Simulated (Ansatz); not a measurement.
Geometry optimisation of B4N3.

```yaml
crystal:
  periodic: [false, false, false]
  atoms:
    - {symbol: B, position_ang: [-1.173210, -0.569200, -0.318240]}
    - {symbol: B, position_ang: [0.191770, -0.405770, 1.582570]}
    - {symbol: B, position_ang: [0.391430, 0.332210, -1.242990]}
    - {symbol: B, position_ang: [1.074090, 0.791670, 0.949580]}
    - {symbol: N, position_ang: [-0.790060, -0.243890, -1.578720]}
    - {symbol: N, position_ang: [1.316880, 0.759270, -0.389410]}
    - {symbol: N, position_ang: [-1.010910, -0.664280, 0.997200]}
basis:
  gaussian: {orbitals: def2-SVP}
magnetization: {spin_polarized: true, initial_magnetization: 1}
hamiltonian: {xc: pbe, dispersion: d4}
scf: {lower_state_search: "off"}
output: {orbitals: {seedname: orbitals}}
relax: {f_tol: 0.02, max_steps: 100}
```

```sh
$ ansatz run in.yaml --threads 4 --pin off --events-out ev --progress --plain --max-ram 4787MiB
```

It prints (some lines left out):

```
Functional definition: PBE
mean field -7159.88131352 eV, -263.1207851298 hartree, gradient 4.6e-6 eV, S^2 0.767628; 0 other end points of the search recorded, 0 dependent functions left out
relax step   1: F+E_penalty+E_count = -7160.14244010 eV  Δ(F+E_penalty+E_count) = +0.000e0 eV  max|allowed force component| = 1.939e0 eV/Å  Δτ_max = 0.0000 Å  (25 SCF iters, accepted)
mean field -7160.10926340 eV, -263.1291621334 hartree, gradient 2.6e-6 eV, S^2 0.769682; 0 other end points of the search recorded, 0 dependent functions left out
relax step   2: F+E_penalty+E_count = -7160.36904233 eV  Δ(F+E_penalty+E_count) = -2.266e-1 eV  max|allowed force component| = 9.640e-1 eV/Å  Δτ_max = 0.0832 Å  (26 SCF iters, accepted)
mean field -7160.23234349 eV, -263.1336852433 hartree, gradient 1.7e-6 eV, S^2 0.772077; 0 other end points of the search recorded, 0 dependent functions left out
relax step   3: F+E_penalty+E_count = -7160.48604293 eV  Δ(F+E_penalty+E_count) = -1.170e-1 eV  max|allowed force component| = 3.831e-1 eV/Å  Δτ_max = 0.0609 Å  (27 SCF iters, accepted)
mean field -7160.25210573 eV, -263.1344114922 hartree, gradient 5.5e-6 eV, S^2 0.769854; 0 other end points of the search recorded, 0 dependent functions left out
relax step   4: F+E_penalty+E_count = -7160.49462067 eV  Δ(F+E_penalty+E_count) = -8.578e-3 eV  max|allowed force component| = 7.083e-1 eV/Å  Δτ_max = 0.0484 Å  (24 SCF iters, accepted)
mean field -7160.24421228 eV, -263.1341214133 hartree, gradient 2.9e-6 eV, S^2 0.768865; 0 other end points of the search recorded, 0 dependent functions left out
relax step   5: F+E_penalty+E_count = -7160.48599513 eV  Δ(F+E_penalty+E_count) = +8.626e-3 eV  max|allowed force component| = 4.549e-1 eV/Å  Δτ_max = 0.0835 Å  (28 SCF iters, rejected (line search))
mean field -7160.27259572 eV, -263.1351644855 hartree, gradient 2.8e-6 eV, S^2 0.770079; 0 other end points of the search recorded, 0 dependent functions left out
relax step   6: F+E_penalty+E_count = -7160.51603466 eV  Δ(F+E_penalty+E_count) = -2.141e-2 eV  max|allowed force component| = 1.957e-1 eV/Å  Δτ_max = 0.0237 Å  (26 SCF iters, accepted)
mean field -7160.27554026 eV, -263.1352726954 hartree, gradient 2.3e-6 eV, S^2 0.769292; 0 other end points of the search recorded, 0 dependent functions left out
relax step   7: F+E_penalty+E_count = -7160.51922577 eV  Δ(F+E_penalty+E_count) = -3.191e-3 eV  max|allowed force component| = 1.801e-1 eV/Å  Δτ_max = 0.0148 Å  (25 SCF iters, accepted)
mean field -7160.28085137 eV, -263.1354678751 hartree, gradient 1.9e-6 eV, S^2 0.767981; 0 other end points of the search recorded, 0 dependent functions left out
relax step   8: F+E_penalty+E_count = -7160.52442666 eV  Δ(F+E_penalty+E_count) = -5.201e-3 eV  max|allowed force component| = 2.403e-1 eV/Å  Δτ_max = 0.0180 Å  (25 SCF iters, accepted)
mean field -7160.28992702 eV, -263.1358013992 hartree, gradient 5.0e-6 eV, S^2 0.765951; 0 other end points of the search recorded, 0 dependent functions left out
relax step   9: F+E_penalty+E_count = -7160.53344784 eV  Δ(F+E_penalty+E_count) = -9.021e-3 eV  max|allowed force component| = 3.128e-1 eV/Å  Δτ_max = 0.0229 Å  (26 SCF iters, accepted)
mean field -7160.30448383 eV, -263.1363363519 hartree, gradient 8.2e-6 eV, S^2 0.763184; 0 other end points of the search recorded, 0 dependent functions left out
relax step  10: F+E_penalty+E_count = -7160.54794067 eV  Δ(F+E_penalty+E_count) = -1.449e-2 eV  max|allowed force component| = 3.813e-1 eV/Å  Δτ_max = 0.0278 Å  (26 SCF iters, accepted)
mean field -7160.32552075 eV, -263.1371094447 hartree, gradient 2.5e-6 eV, S^2 0.760108; 0 other end points of the search recorded, 0 dependent functions left out
relax step  11: F+E_penalty+E_count = -7160.56883293 eV  Δ(F+E_penalty+E_count) = -2.089e-2 eV  max|allowed force component| = 4.266e-1 eV/Å  Δτ_max = 0.0317 Å  (29 SCF iters, accepted)
mean field -7160.35197316 eV, -263.1380815528 hartree, gradient 1.6e-6 eV, S^2 0.757512; 0 other end points of the search recorded, 0 dependent functions left out
relax step  12: F+E_penalty+E_count = -7160.59495071 eV  Δ(F+E_penalty+E_count) = -2.612e-2 eV  max|allowed force component| = 4.274e-1 eV/Å  Δτ_max = 0.0336 Å  (28 SCF iters, accepted)
mean field -7160.37990825 eV, -263.1391081484 hartree, gradient 3.0e-6 eV, S^2 0.755920; 0 other end points of the search recorded, 0 dependent functions left out
relax step  13: F+E_penalty+E_count = -7160.62229594 eV  Δ(F+E_penalty+E_count) = -2.735e-2 eV  max|allowed force component| = 4.257e-1 eV/Å  Δτ_max = 0.0334 Å  (27 SCF iters, accepted)
mean field -7160.39096587 eV, -263.1395145083 hartree, gradient 1.7e-6 eV, S^2 0.755667; 0 other end points of the search recorded, 0 dependent functions left out
relax step  14: F+E_penalty+E_count = -7160.62635287 eV  Δ(F+E_penalty+E_count) = -4.057e-3 eV  max|allowed force component| = 8.696e-1 eV/Å  Δτ_max = 0.1957 Å  (30 SCF iters, accepted)
mean field -7160.43311132 eV, -263.1410633252 hartree, gradient 1.8e-6 eV, S^2 0.754616; 0 other end points of the search recorded, 0 dependent functions left out
relax step  15: F+E_penalty+E_count = -7160.67553251 eV  Δ(F+E_penalty+E_count) = -4.918e-2 eV  max|allowed force component| = 6.312e-1 eV/Å  Δτ_max = 0.1001 Å  (28 SCF iters, accepted)
mean field -7160.44338877 eV, -263.1414410144 hartree, gradient 4.1e-6 eV, S^2 0.754828; 0 other end points of the search recorded, 0 dependent functions left out
relax step  16: F+E_penalty+E_count = -7160.68360757 eV  Δ(F+E_penalty+E_count) = -8.075e-3 eV  max|allowed force component| = 1.602e-1 eV/Å  Δτ_max = 0.0359 Å  (23 SCF iters, accepted)
mean field -7160.44730404 eV, -263.1415848980 hartree, gradient 2.3e-6 eV, S^2 0.755352; 0 other end points of the search recorded, 0 dependent functions left out
relax step  17: F+E_penalty+E_count = -7160.68598707 eV  Δ(F+E_penalty+E_count) = -2.379e-3 eV  max|allowed force component| = 1.303e-1 eV/Å  Δτ_max = 0.0210 Å  (23 SCF iters, accepted)
mean field -7160.45164305 eV, -263.1417443535 hartree, gradient 3.9e-6 eV, S^2 0.756099; 0 other end points of the search recorded, 0 dependent functions left out
relax step  18: F+E_penalty+E_count = -7160.68874557 eV  Δ(F+E_penalty+E_count) = -2.759e-3 eV  max|allowed force component| = 1.660e-1 eV/Å  Δτ_max = 0.0257 Å  (24 SCF iters, accepted)
mean field -7160.46724931 eV, -263.1423178732 hartree, gradient 2.1e-6 eV, S^2 0.758344; 0 other end points of the search recorded, 0 dependent functions left out
relax step  19: F+E_penalty+E_count = -7160.69613990 eV  Δ(F+E_penalty+E_count) = -7.394e-3 eV  max|allowed force component| = 1.109e0 eV/Å  Δτ_max = 0.1141 Å  (29 SCF iters, accepted)
mean field -7160.49385555 eV, -263.1432956343 hartree, gradient 6.1e-6 eV, S^2 0.758271; 0 other end points of the search recorded, 0 dependent functions left out
relax step  20: F+E_penalty+E_count = -7160.72283151 eV  Δ(F+E_penalty+E_count) = -2.669e-2 eV  max|allowed force component| = 8.730e-1 eV/Å  Δτ_max = 0.0419 Å  (23 SCF iters, accepted)
mean field -7160.60858471 eV, -263.1475118534 hartree, gradient 2.1e-6 eV, S^2 0.754958; 0 other end points of the search recorded, 0 dependent functions left out
relax step  21: F+E_penalty+E_count = -7160.82760476 eV  Δ(F+E_penalty+E_count) = -1.048e-1 eV  max|allowed force component| = 1.527e0 eV/Å  Δτ_max = 0.1485 Å  (29 SCF iters, accepted)
mean field -7160.62358810 eV, -263.1480632177 hartree, gradient 1.9e-6 eV, S^2 0.752685; 0 other end points of the search recorded, 0 dependent functions left out
relax step  22: F+E_penalty+E_count = -7160.83551122 eV  Δ(F+E_penalty+E_count) = -7.906e-3 eV  max|allowed force component| = 1.887e0 eV/Å  Δτ_max = 0.1249 Å  (29 SCF iters, accepted)
mean field -7160.72659182 eV, -263.1518485347 hartree, gradient 8.9e-6 eV, S^2 0.752153; 0 other end points of the search recorded, 0 dependent functions left out
relax step  23: F+E_penalty+E_count = -7160.93924850 eV  Δ(F+E_penalty+E_count) = -1.037e-1 eV  max|allowed force component| = 2.732e-1 eV/Å  Δτ_max = 0.0638 Å  (24 SCF iters, accepted)
mean field -7160.72243394 eV, -263.1516957354 hartree, gradient 1.4e-6 eV, S^2 0.752227; 0 other end points of the search recorded, 0 dependent functions left out
relax step  24: F+E_penalty+E_count = -7160.93563225 eV  Δ(F+E_penalty+E_count) = +3.616e-3 eV  max|allowed force component| = 3.527e-1 eV/Å  Δτ_max = 0.0390 Å  (25 SCF iters, rejected (line search))
mean field -7160.73230939 eV, -263.1520586514 hartree, gradient 2.5e-6 eV, S^2 0.752149; 0 other end points of the search recorded, 0 dependent functions left out
relax step  25: F+E_penalty+E_count = -7160.94503172 eV  Δ(F+E_penalty+E_count) = -5.783e-3 eV  max|allowed force component| = 8.570e-2 eV/Å  Δτ_max = 0.0195 Å  (26 SCF iters, accepted)
mean field -7160.73274748 eV, -263.1520747509 hartree, gradient 2.5e-6 eV, S^2 0.752158; 0 other end points of the search recorded, 0 dependent functions left out
relax step  26: F+E_penalty+E_count = -7160.94548778 eV  Δ(F+E_penalty+E_count) = -4.561e-4 eV  max|allowed force component| = 1.769e-2 eV/Å  Δτ_max = 0.0088 Å  (25 SCF iters, accepted)
Total energy: -7160.94552203 eV, -263.1598940713 hartree
Atom 0 at    -1.037821    -0.590313    -0.171175 Å, force     0.000667     0.003744    -0.017410 eV/Å
Atom 1 at    -0.064866    -0.259509     1.380440 Å, force    -0.004910    -0.002918    -0.001999 eV/Å
Atom 2 at     0.409726     0.413243    -1.057122 Å, force    -0.013616    -0.007424    -0.007865 eV/Å
Atom 3 at     1.109051     0.554368     0.661579 Å, force     0.002554     0.001280    -0.004284 eV/Å
Atom 4 at    -0.742120    -0.209197    -1.450359 Å, force     0.001912     0.000108     0.003458 eV/Å
Atom 5 at     1.555176     1.010651    -0.533268 Å, force    -0.000166    -0.001637     0.017687 eV/Å
Atom 6 at    -1.229156    -0.919233     1.169897 Å, force     0.013558     0.006847     0.010412 eV/Å
Dipole moment:     0.109685     0.031331     0.213756 e Å
Checks for a lower state left out: stability, starts, cluster_reference, orbital_swaps, neighbouring_geometries, increment
```

Run time 11 s (4 threads of AMD EPYC 9R45 on a shared host).

The structure comes from a short search, and lower isomers may exist.
